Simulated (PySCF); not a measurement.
Start geometry of `C#C/C(=C/C)[C+](C)CCC` from GFN2-xTB (Å):
```
atom  x, y, z in Å
C1     1.3078    2.6687   -0.5916
C2     1.2644    1.4819   -0.4206
C3     1.2509    0.0704   -0.2004
C4     2.4899   -0.5207   -0.0571
C5     2.8354   -1.9327    0.1013
C6    -0.0135   -0.5681   -0.1850
C7    -0.2034   -1.9597    0.2289
C8    -1.2019    0.2143   -0.5216
C9    -1.7548    0.8685    0.7864
C10   -2.9531    1.7402    0.4567
H11    1.3447    3.7079   -0.7424
H12    3.3256    0.1689   -0.1052
H13    3.9027   -2.0864   -0.0341
H14    2.5746   -2.2779    1.1073
H15    2.2853   -2.5749   -0.5895
H16    0.3610   -2.2056    1.1289
H17    0.1657   -2.6297   -0.5552
H18   -1.2568   -2.1860    0.3797
H19   -1.9910   -0.4192   -0.9282
H20   -0.9698    1.0245   -1.2139
H21   -2.0424    0.0814    1.4841
H22   -0.9697    1.4716    1.2434
H23   -2.6758    2.5497   -0.2131
H24   -3.7477    1.1610   -0.0065
H25   -3.3390    2.1758    1.3755
```

Task: What comes out of this run: PBE0-D3(BJ)/def2-SVP geometry optimisation, gas phase in PySCF?

Result: 
```
atom  x, y, z in Å
C1     1.314    3.105   -0.760
C2     1.259    1.910   -0.573
C3     1.229    0.495   -0.330
C4     2.455   -0.131   -0.148
C5     2.796   -1.542    0.092
C6    -0.040   -0.162   -0.321
C7    -0.228   -1.577    0.050
C8    -1.242    0.619   -0.621
C9    -1.791    1.214    0.718
C10   -3.014    2.076    0.460
H11    1.369    4.168   -0.929
H12    3.307    0.558   -0.208
H13    3.876   -1.705   -0.012
H14    2.519   -1.829    1.125
H15    2.258   -2.237   -0.570
H16    0.351   -1.871    0.936
H17    0.131   -2.215   -0.781
H18   -1.289   -1.811    0.201
H19   -2.021   -0.027   -1.053
H20   -1.018    1.455   -1.299
H21   -2.036    0.388    1.404
H22   -0.996    1.808    1.195
H23   -2.776    2.925   -0.198
H24   -3.827    1.499   -0.005
H25   -3.390    2.481    1.411
```

The energy falls by 0.083 eV over 7 energy and gradient evaluations, the largest force component goes from 0.0218 to 2.2e-04 Eh/bohr, and the atoms move by 0.091 Å rms after alignment. The bond that changes most is C1–H11 (terminal alkyne carbon to alkyne hydrogen), which lengthens by 0.027 Å. Bonds longer at the end by more than 0.005 Å: 21 of 24; shorter: 0. Among the angles that change most is C4–C3–C6, from 127.4° to 125.1°. Rotational constants go from 1882, 888.5, 640.0 to 1803, 885.3, 633.7 MHz. The orientation of the end geometry is arbitrary; only internal coordinates are fixed.

The run used 215 basis functions and 50 SCF cycles in all. The run took about 7 min of CPU time (one thread, shared machine).

Not checked by PBE0-D3(BJ)/def2-SVP frequencies.

One conformer stands for the species.
